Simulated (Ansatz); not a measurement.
CH$_{3}$BFNO. The species carries charge 0 and has multiplicity 1. The bonds changed during the relaxation, so this is another structure than the one it started from.

```xyz
8

N    -0.948   -0.459   -0.666
C    -0.166    0.451   -0.133
O     0.671    0.112    1.718
B     1.207    0.186    0.559
F     2.431    0.037    0.046
H    -0.586   -1.365   -0.916
H    -1.951   -0.357   -0.687
H    -0.658    1.395    0.079
```

**Question.** Give the diagnostics of a CCSD(T)/def2-TZVPP run (frozen core, the Gaussian-basis code of Ansatz). (An estimate is asked.)

**Answer.** Computed: T1 = 0.0212, largest single amplitude 0.054, largest double 0.049, (T) share of the correlation energy 4.1 %, 12 CCSD cycles. The RHF solution is stable towards an unrestricted one. T1 lies over the customary mark of 0.02 for closed shells.
